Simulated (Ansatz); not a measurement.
Basis sets compared for BMe2(nacnacH) (C5H11BN2). The state is a singlet with charge 0. Geometry PBE-D4/def2-SVP. Ansatz on 4 threads of Intel Xeon on a shared host; times are rough, and most runs start from earlier orbitals.

| atom | x (Å) | y (Å) | z (Å) |
| --- | --- | --- | --- |
| B1 | -0.5076 | -0.0365 | -0.3821 |
| C2 | -1.9767 | -0.5140 | 0.1284 |
| H3 | -1.9980 | -0.7690 | 1.2106 |
| H4 | -2.3341 | -1.4096 | -0.4278 |
| H5 | -2.7458 | 0.2731 | -0.0393 |
| C6 | -0.4582 | 0.3396 | -1.9642 |
| H7 | 0.5504 | 0.6653 | -2.3011 |
| H8 | -1.1690 | 1.1590 | -2.2144 |
| H9 | -0.7550 | -0.5236 | -2.6013 |
| N10 | 0.5731 | -1.1591 | -0.0558 |
| C11 | 1.6198 | -1.0465 | 0.7469 |
| C12 | 1.9178 | 0.1378 | 1.4439 |
| C13 | 1.0597 | 1.2385 | 1.2727 |
| N14 | -0.0050 | 1.1991 | 0.4869 |
| H15 | 0.4496 | -2.0654 | -0.5133 |
| H16 | 2.2774 | -1.9270 | 0.8640 |
| H17 | 2.7917 | 0.2007 | 2.1012 |
| H18 | 1.2703 | 2.1813 | 1.8095 |
| H19 | -0.5607 | 2.0562 | 0.4353 |

B3LYP takes the VWN-RPA correlation.

Binding counts from free atoms (B doublet, C triplet, H doublet, N quartet) in the same basis, without a counterpoise term.

```
           level  functions  energy (Eh)  HOMO (eV)  LUMO (eV)  binding per atom (eV)  wall time
 PBE-D4/def2-SVP        167    -330.9090      -4.47      -2.02                   4.52      3.7 s
  B3LYP-D4/6-31G         94    -331.5128      -5.08      -1.10                   4.26      3.3 s
PBE0-D4/def2-SVP        167    -330.9478      -5.54      -1.16                   4.43      5.5 s
```

**Question.** Estimate the rows for PBE-D4/def2-TZVP, B3LYP-D4/def2-TZVP, PBE0-D4/def2-TZVP.

**Answer.** 
| level | functions | energy (Eh) | HOMO (eV) | LUMO (eV) | binding per atom (eV) | wall time |
| --- | --- | --- | --- | --- | --- | --- |
| PBE-D4/def2-TZVP | 314 | -331.2655 | -4.64 | -2.21 | 4.46 | 6 s |
| B3LYP-D4/def2-TZVP | 314 | -331.7275 | -5.50 | -1.53 | 4.35 | 11 s |
| PBE0-D4/def2-TZVP | 314 | -331.2979 | -5.66 | -1.31 | 4.37 | 9.5 s |
